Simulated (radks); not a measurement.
Values are calculated unless marked as measured or tabulated.
Isoelectronic series with 20 electrons, each ion in its NIST ground configuration. Level of theory: scalar-relativistic Kohn-Sham, BLYP, spin-polarised, spherical densities, finite nucleus; open shells are filled with parallel spins first (spin-orbit coupling, left out, can overturn this in heavy ions); Fermi nuclear charge, rms radius of each element as measured or else 0.836 A^(1/3) + 0.57 fm (a radial shooting solver on a logarithmic mesh with Libxc functionals). Total energies (hartree) and mean radii <r> (bohr) (* marks an orbital that is empty in some or all of the ions):

Ca: configuration [Ar] 4s2; E (hartree) -680.56296; 4s* 3.997; 3p 1.273; 3s 1.156
Mn5+: configuration [Ar] 3d2; E (hartree) -1152.08223; 4s* 1.992; 3p 0.8500; 3s 0.8200
Zn10+: configuration [Ar] 3d2; E (hartree) -1756.88234; 4s* 1.364; 3p 0.6269; 3s 0.6234
Br15+: configuration [Ar] 3d2; E (hartree) -2496.39893; 4s* 1.047; 3p 0.4973; 3s 0.5019
Zr20+: configuration [Ar] 3d2; E (hartree) -3373.25307; 4s* 0.8505; 3p 0.4121; 3s 0.4194
Rh25+: configuration [Ar] 3d2; E (hartree) -4390.72388; 4s* 0.7159; 3p 0.3517; 3s 0.3594
Sn30+: configuration [Ar] 3d2; E (hartree) -5552.77535; 4s* 0.6173; 3p 0.3064; 3s 0.3138
Cs35+: configuration [Ar] 3d2; E (hartree) -6864.1139; 4s* 0.5416; 3p 0.2712; 3s 0.2778
Nd40+: configuration [Ar] 3d2; E (hartree) -8330.3055; 4s* 0.4815; 3p 0.2430; 3s 0.2486
